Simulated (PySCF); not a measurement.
Cl₄Ti (SMILES [Cl][Ti]([Cl])([Cl])[Cl]), singlet, geometry from GFN2-xTB (such geometries of metal compounds can be far from the true shape).

The PySCF input:
```python
from pyscf import gto, scf, dft
from pyscf.prop import polarizability

mol = gto.Mole()
mol.atom = '''
    Ti   -0.00000000   -0.00000000    0.00000000
    Cl    1.69474202   -0.54021676   -1.13711341
    Cl    0.59515811    0.47002439    1.97024757
    Cl   -0.92758275    1.68243670   -0.87521915
    Cl   -1.36231738   -1.61224433    0.04208500
'''
mol.basis = '6-31g'
mol.verbose = 4
mol.build()

mf = dft.RKS(mol)
mf.xc = 'b3lyp'
mf.kernel()
alpha = mf.Polarizability().polarizability()[2, 2]
print('alpha_zz =', alpha)
```

Q: Predict the dipole moment from B3LYP/6-31G, polarisability (PySCF).

A: 0.00 D

Q: Predict the number of basis functions from B3LYP/6-31G, polarisability.

A: 79

Q: What HOMO-LUMO gap does B3LYP/6-31G, polarisability give?

A: 5.53 eV

Q: Estimate the polarisability along z that B3LYP/6-31G, polarisability returns for this input.

A: 69.8 bohr³

Q: Estimate the HOMO energy that B3LYP/6-31G, polarisability returns for this input.

A: -9.58 eV
